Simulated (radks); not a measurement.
Results of a calculation; reference values are marked as such.
Cr XXIV, 1 electrons, occupied as 1s1 (the NIST ground configuration).

Level of theory: scalar-relativistic Kohn-Sham, Slater X-alpha with alpha = 0.914, spin-polarised, spherical densities, point nucleus; open shells are filled with parallel spins first (a radial shooting solver on a logarithmic mesh with Libxc functionals).

Energy parts (eV):
| part | energy |
|---|---|
| total | -7934.395 |
| kinetic | 8059.507 |
| electron-nucleus | -15957.377 |
| Hartree | 206.918 |
| exchange | -243.443 |

Orbitals (lengths in bohr, moments of r in powers of bohr; <r^-3> diverges for s and p1/2; r(max) is where P^2 peaks):
\begin{tabular}{lrrrrrr}
orbital & occ. & eigenvalue (eV) & <r^4> & <r^2> & r(max) & <r^-3> \\ \hline
1s up & 1 & -7808.625 & 0.00006533 & 0.005093 & 0.04092 & - \\
\end{tabular}

The highest occupied level is 1s up at -7808.6 eV. For comparison, the ionisation energy in NIST's Atomic Spectra Database is 7894.8 eV (theoretical). In exact Kohn-Sham theory the highest level is minus the ionisation energy, but local and semilocal functionals leave it too shallow, through self-interaction and a potential that decays too fast; potentials with the right tail come closer. Summed over all electrons, <r^2> = 0.005093 bohr^2, which gives a Langevin (diamagnetic) susceptibility term of -0.00403 x 10^-6 cm^3/mol.
